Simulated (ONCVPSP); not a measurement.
# Re (Z = 75) ONCV: all-electron and pseudo phase curves

ONCVPSP 4.0.1 input, shortened (lines: element, Z, core and valence counts, functional; n l f; lmax; l rc ep ncon nbas qcut; lloc lpopt rc5 dvloc0; l nproj debl; icmod fcfact rcfact), PBE, scalar-relativistic:

```
  Re 75.00   10    4        4      upf
    1    0    2.00
    2    0    2.00
    2    1    6.00
    3    0    2.00
    3    1    6.00
    3    2   10.00
    4    0    2.00
    4    1    6.00
    4    2   10.00
    4    3   14.00
    5    0    2.00
    5    1    6.00
    5    2    5.00
    6    0    1.00
    2
    0    1.35    0.00    4    7    7.60
    1    1.50    0.00    3    7   10.30
    2    2.75    0.00    4    8    5.10
    4    5    0.85    0.00
    0    2    4.00
    1    1    2.90
    2    2    0.30
    1    0.65    0.00
```

In the d channel the program set the typed energies aside and used -0.476, 0.250 Ha.

The phase is arctan(r·R′/R) of the radial function R(r), unwrapped; energies in Ha, scanned from -5 to 5 Ha. A pole is an energy at which the radial function vanishes at the test radius. The pseudo phase is shifted by a multiple of π to meet the all-electron one at the reference energy, and phase errors are pseudo minus all-electron; the curves can meet again beyond the range given. Levels narrower than the energy grid can be missing from the lists of poles.

```
channel  radius (bohr)  reference energy (Ha)  poles, all-electron  poles, pseudo  unbroken range about the reference energy with phases within 0.05 rad  phase error 1 Ha above the reference energy (rad)
      s           1.37                  -0.47                -1.76          -1.76                                                        the whole range                                             -0.000
      p           1.53                  -2.01                -0.56   -0.94, -0.15                                                             below -1.0                                             -0.036
      d           2.79                  -0.48          -0.29, 2.46    -0.29, 2.54                                                              below 3.5                                             +0.001
```

Note: ghosts flagged at negative energy: s at -223.8 eV, p at -19.4 eV; GHOST(+) flagged for d at 176.7 eV. A true bound ghost makes a file unfit for plane-wave use.

Phases in the s channel:

```tsv
E (Ha)	all-electron	pseudo
-4.96	0.241	0.241
-4.48	-0.440	-0.440
-4.00	-0.959	-0.959
-3.52	-1.228	-1.228
-3.04	-1.377	-1.377
-2.56	-1.470	-1.470
-2.08	-1.536	-1.536
-1.60	-1.586	-1.586
-1.12	-1.629	-1.629
-0.64	-1.667	-1.667
-0.16	-1.704	-1.704
0.32	-1.742	-1.742
0.80	-1.783	-1.783
1.28	-1.830	-1.830
1.76	-1.887	-1.887
2.24	-1.962	-1.962
2.72	-2.066	-2.067
3.20	-2.222	-2.224
3.68	-2.474	-2.479
4.16	-2.878	-2.889
4.64	-3.389	-3.405
```
